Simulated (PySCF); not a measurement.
**Iodine: a sound run and one with changed settings**

Sound run: I⁺ [Kr] 4d10 5s2 5p4, I²⁺ [Kr] 4d10 5s2 5p3. Computed with PySCF 2.14 in cc-pVTZ-PP with ECP28MDF, with a scalar-relativistic core potential. The sound run starts from symmetry-adapted Hartree-Fock orbitals and uses a fine grid where one is needed.

Changed run: 14 angular points. This setting is unsound on purpose.

```json
{"species": "I⁺", "method": "UHF", "sound run (hartree)": "-294.30966", "changed run (hartree)": "-294.30966", "converged": "yes"}
{"species": "I⁺", "method": "BP86", "sound run (hartree)": "-295.42500", "changed run (hartree)": "-295.42512", "converged": "yes"}
{"species": "I⁺", "method": "TPSS", "sound run (hartree)": "-295.18386", "changed run (hartree)": "-295.18402", "converged": "yes"}
{"species": "I²⁺", "method": "UHF", "sound run (hartree)": "-293.66025", "changed run (hartree)": "-293.66025", "converged": "yes"}
{"species": "I²⁺", "method": "BP86", "sound run (hartree)": "-294.73029", "changed run (hartree)": "-294.73029", "converged": "yes"}
{"species": "I²⁺", "method": "TPSS", "sound run (hartree)": "-294.49614", "changed run (hartree)": "-294.49614", "converged": "yes"}
```

Ionisation energy of I⁺:

```csv
method,sound run (eV),changed run (eV)
UHF,17.671,17.671
BP86,18.904,18.907
TPSS,18.714,18.718
```

A coarse angular grid integrates products of high-l functions wrongly, so density functionals can shift, and the SCF can exploit the error; Hartree-Fock and MP2 need no grid.

For comparison, NIST gives 19.131 eV between the lowest levels.
